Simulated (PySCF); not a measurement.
Species: `CCC(=C[SiH2]CF)CC`. The columns A, B, C and D hold Mulliken, IAO, Hirshfeld and ESP-fitted charges (e) of one PBE0/pcSseg-1 density (PySCF), in a shuffled order. Coordinates in Å (GFN2-xTB); the density's dipole moment is (-1.85, -1.30, -0.08) D.

```json
{"atom": "C1", "x": "-1.794", "y": "2.312", "z": "0.654", "A": "-0.254", "B": "-0.114", "C": "-0.410", "D": "-0.265"}
{"atom": "C2", "x": "-1.532", "y": "0.876", "z": "1.115", "A": "+0.116", "B": "-0.065", "C": "-0.257", "D": "-0.153"}
{"atom": "C3", "x": "-0.587", "y": "0.184", "z": "0.170", "A": "-0.183", "B": "+0.032", "C": "+0.062", "D": "-0.335"}
{"atom": "C4", "x": "0.731", "y": "0.190", "z": "0.374", "A": "-0.367", "B": "-0.163", "C": "-0.476", "D": "-0.315"}
{"atom": "Si5", "x": "2.034", "y": "-0.557", "z": "-0.744", "A": "+0.427", "B": "+0.325", "C": "+0.735", "D": "+0.632"}
{"atom": "C6", "x": "3.696", "y": "-0.441", "z": "0.206", "A": "-0.143", "B": "-0.069", "C": "-0.230", "D": "-0.146"}
{"atom": "F7", "x": "3.993", "y": "0.874", "z": "0.510", "A": "-0.217", "B": "-0.132", "C": "-0.329", "D": "-0.350"}
{"atom": "C8", "x": "-1.221", "y": "-0.502", "z": "-1.003", "A": "+0.157", "B": "-0.065", "C": "-0.257", "D": "-0.195"}
{"atom": "C9", "x": "-1.647", "y": "-1.923", "z": "-0.631", "A": "-0.358", "B": "-0.114", "C": "-0.409", "D": "-0.261"}
{"atom": "H10", "x": "-2.486", "y": "2.805", "z": "1.332", "A": "+0.063", "B": "+0.042", "C": "+0.142", "D": "+0.117"}
{"atom": "H11", "x": "-2.221", "y": "2.324", "z": "-0.346", "A": "+0.069", "B": "+0.038", "C": "+0.136", "D": "+0.112"}
{"atom": "H12", "x": "-0.864", "y": "2.875", "z": "0.635", "A": "+0.083", "B": "+0.040", "C": "+0.145", "D": "+0.121"}
{"atom": "H13", "x": "-1.106", "y": "0.901", "z": "2.120", "A": "+0.017", "B": "+0.042", "C": "+0.141", "D": "+0.122"}
{"atom": "H14", "x": "-2.480", "y": "0.336", "z": "1.158", "A": "+0.033", "B": "+0.040", "C": "+0.132", "D": "+0.115"}
{"atom": "H15", "x": "1.092", "y": "0.693", "z": "1.265", "A": "+0.193", "B": "+0.038", "C": "+0.148", "D": "+0.102"}
{"atom": "H16", "x": "2.186", "y": "0.174", "z": "-2.008", "A": "-0.089", "B": "-0.079", "C": "-0.122", "D": "-0.069"}
{"atom": "H17", "x": "1.848", "y": "-1.990", "z": "-1.021", "A": "-0.110", "B": "-0.080", "C": "-0.133", "D": "-0.092"}
{"atom": "H18", "x": "3.677", "y": "-0.977", "z": "1.159", "A": "+0.106", "B": "+0.041", "C": "+0.143", "D": "+0.123"}
{"atom": "H19", "x": "4.538", "y": "-0.817", "z": "-0.380", "A": "+0.109", "B": "+0.041", "C": "+0.144", "D": "+0.125"}
{"atom": "H20", "x": "-0.515", "y": "-0.549", "z": "-1.833", "A": "+0.013", "B": "+0.039", "C": "+0.134", "D": "+0.136"}
{"atom": "H21", "x": "-2.100", "y": "0.060", "z": "-1.327", "A": "+0.041", "B": "+0.043", "C": "+0.137", "D": "+0.121"}
{"atom": "H22", "x": "-0.781", "y": "-2.503", "z": "-0.321", "A": "+0.108", "B": "+0.037", "C": "+0.143", "D": "+0.122"}
{"atom": "H23", "x": "-2.363", "y": "-1.909", "z": "0.188", "A": "+0.095", "B": "+0.040", "C": "+0.138", "D": "+0.115"}
{"atom": "H24", "x": "-2.110", "y": "-2.416", "z": "-1.483", "A": "+0.091", "B": "+0.043", "C": "+0.143", "D": "+0.117"}
```

Task: Which column most likely holds the ESP-fitted charges?

Result: A. Σ q r misses the density's dipole by 0.04 D (A), 0.59 D (B), 1.91 D (C), 2.58 D (D). Charges fitted to the outside potential are the only set here that is tied to the molecule's multipoles.

Task: And the Hirshfeld charges?

Result: B. The mean sizes are 0.073 e (B), 0.143 e (A), 0.182 e (D), 0.219 e (C), and Hirshfeld charges are commonly the smallest of these schemes.

As computed, A = ESP-fitted, B = Hirshfeld, C = IAO, D = Mulliken. Hydrogens on carbon: ESP-fitted +0.01 to +0.19, Hirshfeld +0.04 to +0.04, IAO +0.13 to +0.15, Mulliken +0.10 to +0.14 e.

The IAO scheme counts the electrons in orthogonalised intrinsic atomic orbitals, a minimal basis polarised so that it spans the occupied orbitals exactly. The Hirshfeld scheme divides the density at each point in proportion to the densities of the neutral, spherically averaged free atoms.

One conformer (not necessarily the lowest) at the GFN2-xTB geometry, without solvent, vibrations or thermal averaging.

Conformer computed: `[CH3:1][CH2:2][C:3](=[CH:4][SiH2:5][CH2:6][F:7])[CH2:8][CH3:9]`: C1–C2–C3–C4 92°, C3–C4–Si5–C6 -172°, C4–Si5–C6–F7 -59°, C2–C3–C8–C9 -86°.
